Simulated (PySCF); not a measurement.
A side-by-side comparison of computed properties.

First species: C7H12NPSi.
SMILES with atom numbers: `[CH3:1][Si:2]([CH3:3])([CH3:4])[c:5]1[cH:6][n:7][cH:8][p:9][cH:10]1` (hydrogens: H11, H12, H13 on C1; H14, H15, H16 on C3; H17, H18, H19 on C4; H20 on C6; H21 on C8; H22 on C10)

Geometry (GFN2-xTB, Å), atoms numbered from 1 in this order:
```xyz
22
C7H12NPSi angstrom
C     -1.5158    0.3223    1.7912
Si    -0.9731    0.0622   -0.0181
C     -1.6532    1.4692   -1.1086
C     -1.5922   -1.6205   -0.6674
C      0.9320    0.0433   -0.0626
C      1.6138   -0.9222    0.6808
N      2.9207   -1.0755    0.7614
C      3.7528   -0.2951    0.1174
P      3.3776    1.0471   -0.9339
C      1.6454    0.9621   -0.8131
H     -1.1475   -0.4733    2.4316
H     -2.5983    0.3362    1.8737
H     -1.1424    1.2616    2.1887
H     -1.3558    1.3555   -2.1469
H     -2.7385    1.4770   -1.0814
H     -1.3137    2.4433   -0.7690
H     -1.2618   -1.8015   -1.6862
H     -2.6770   -1.6643   -0.6597
H     -1.2258   -2.4385   -0.0547
H      1.0485   -1.6382    1.2653
H      4.8020   -0.5314    0.2719
H      1.0918    1.7002   -1.3814
```

Second species: 1,1,2-trifluoro-2-methylcyclopropane, C4H5F3.
InChI=1S/C4H5F3/c1-3(5)2-4(3,6)7/h2H2,1H3/t3-/m0/s1

Levels: PBE0/pcSseg-1 for dipole moment, HOMO energy, LUMO energy and HOMO–LUMO gap; GFN2-xTB for rotational constant A and rotational constant C. Geometries: GFN2-xTB. Each species is one conformer at its optimised geometry, gas phase, non-relativistic unless stated. Electronic properties by PySCF.

The conformers computed, where there is a choice (atom-mapped SMILES and torsion angles):
- `[CH3:1][Si:2]([CH3:3])([CH3:4])[c:5]1[cH:6][n:7][cH:8][p:9][cH:10]1`: C1–Si2–C5–C6 60°

```json
{"property": "dipole moment", "column X": "2.43 D", "column Y": "2.48 D"}
{"property": "HOMO energy", "column X": "-8.18 eV", "column Y": "-6.95 eV"}
{"property": "LUMO energy", "column X": "1.26 eV", "column Y": "-1.80 eV"}
{"property": "HOMO–LUMO gap", "column X": "9.44 eV", "column Y": "5.15 eV"}
{"property": "rotational constant A", "column X": "3.675 GHz", "column Y": "1.759 GHz"}
{"property": "rotational constant C", "column X": "1.926 GHz", "column Y": "0.521 GHz"}
```

(1) Which column belongs to which species?

(2) How does each property change from the first species to the second?

Answers

(1) Column X is the second species and column Y the first. The first has 22 atoms and 90 electrons, the second 12 and 56.

(2) dipole moment -0.05 D; HOMO energy -1.23 eV; LUMO energy +3.06 eV; HOMO–LUMO gap +4.29 eV; rotational constant A +1.916 GHz; rotational constant C +1.405 GHz.

On the first: A dipole of 2.48 D is allowed in Cs, and pure rotational transitions are dipole-allowed. The dipole matches unit charges of opposite sign 0.52 Å apart (1 e·Å = 4.8032 D).

On the second: A dipole of 2.43 D is allowed in C1, and pure rotational transitions are dipole-allowed. The dipole equals about 8.1 × 10⁻³⁰ C·m (1 D = 3.33564 × 10⁻³⁰ C·m).
